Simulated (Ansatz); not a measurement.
A made-up structure of MgH2Te, closed shell:

Mg1  (0.798, 1.591, -0.345)
Te2  (0.151, -0.833, 0.454)
H3  (-0.257, -2.389, 0.971)
H4  (-0.743, 1.637, -1.108)
(Å)

It is relaxed with PBE-D4/def2-SVP and then PBE0-D4/def2-TZVP (Ansatz 0.2.0). Atoms count as bonded within 1.22 times the sum of their covalent radii (H–H: 0.88 Å). The end point is not checked to be a true minimum.

(1) Does its bonding change? (Judge from chemistry; the calculation decides.)

## Answers

(1) The calculation gives: No: no bond forms or breaks.

Where it ends: The first stage lowers the energy by 1.96 eV in 13 steps. It ends as MgH₂Te ([MgH][TeH]):
| atom | x (Å) | y (Å) | z (Å) |
| --- | --- | --- | --- |
| Mg1 | -0.1718 | 0.8308 | -0.4633 |
| Te2 | -0.7962 | -1.5953 | 0.3476 |
| H3 | 0.6961 | -1.6219 | 1.0781 |
| H4 | 0.2210 | 2.3932 | -0.9900 |

Labels in which every atom is bracketed show which atoms are joined, not bond orders.

For scale, one of the runs: PBE0-D4/def2-TZVP relaxation, 94 basis functions, launched by `ansatz run in.yaml --threads 2 --pin off --events-out ev --progress --plain --max-ram 4352MiB`. The run took about 7 s on 2 CPU threads of an Arm Neoverse V1 (shared host).
